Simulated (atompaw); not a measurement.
**S (Z = 16): one change to a PAW (atompaw) potential, before and after**

```json
{
 "Element": "sulfur (S)",
 "Generator": "atompaw 4.2.0.5",
 "Type": "PAW",
 "Functional": "PBE",
 "Relativity": "non-relativistic",
 "Frozen core": "[Ne]",
 "Valence charge": "6",
 "Reference configuration": "3s2 3p2 (charge +2)",
 "Partial waves": "3s (bound): rc 1.25 bohr; 3s channel at -1.5 Ry: rc 1.25 bohr; 3p (bound): rc 1.25 bohr; 3p channel at 1.8 Ry: rc 1.25 bohr",
 "Local potential": "bessel scheme, radius 1.20 bohr",
 "Core correction": "smooth core density matched at 1.20 bohr",
 "Augmentation charge": "sinc compensation charge, radius 1.20 bohr; PAW radius 1.25 bohr; waves and projectors: custom rrkj gramschmidtortho"
}
```

Change: wave 3p (bound): rc 1.25 bohr becomes 3p (bound): rc 1.00 bohr.

Cutoffs: the cutoffs (Ry, on a coarse ladder) from which the occupation-weighted sum of valence levels, in a spherical-Bessel basis at the reference potential, stays within 10 and 1 mRy of its value at 400 Ry; they do not see the model core or the augmentation charge, which bear on the density cutoff.

What does the change do?

The potential gets harder (25 Ry and 50 Ry → 45 Ry and 70 Ry); neither file shows a bound ghost.

| quantity | base | changed |
| --- | --- | --- |
| cutoff, loose | 25 Ry | 45 Ry |
| cutoff, tight | 50 Ry | 70 Ry |
| loose cutoff by channel (10 mRy a level) | s 21 Ry, p 12 Ry | s 21 Ry, p 30 Ry |
| bound ghosts | none | none |
| s: phases at 1.25 bohr within 0.05 rad from the reference energy up to (Ry; the scan ends near 5) | 3.8 | 3.8 |
| p: phases at 1.25 bohr within 0.05 rad from the reference energy up to (Ry; the scan ends near 5) | to the end of the scan | to the end of the scan |
| lowest overlap eigenvalue by channel | s 0.53, p 0.73 | s 0.53, p 0.16 |

 The cutoffs see the waves, projectors and local potential, not the compensation charge or the core.
